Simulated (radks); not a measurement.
Q: Successive ionisation energies (eV) of one element, from differences of total energies of ions in their ground configurations, starting at charge 22: 663.23, 710.21, 758.24, 819.65, 870.66, 922.71, 975.76, 1029.8, 1084.8, 1140.7, 1412.0, 1465.5, 1519.4, 1573.6, 1628.2, 1697.6, 1754.2, 1811.3, 1868.6, 1926.2, 2146.6, 2202.0. All-electron calculation, non-relativistic Kohn-Sham, PBE, spin-polarised, spherical densities, point nucleus; open shells are filled with parallel spins first (spin-orbit coupling, left out, can overturn this in heavy ions); relativity is left out, which matters for an element this heavy. Program: a radial shooting solver on a logarithmic mesh with Libxc functionals. Which element is it?

A: Platinum (Z = 78). The first species listed is Pt22+ in [Kr] 4d10 4f10, the last Pt43+ in [Ar] 3d10 4s2 4p5.
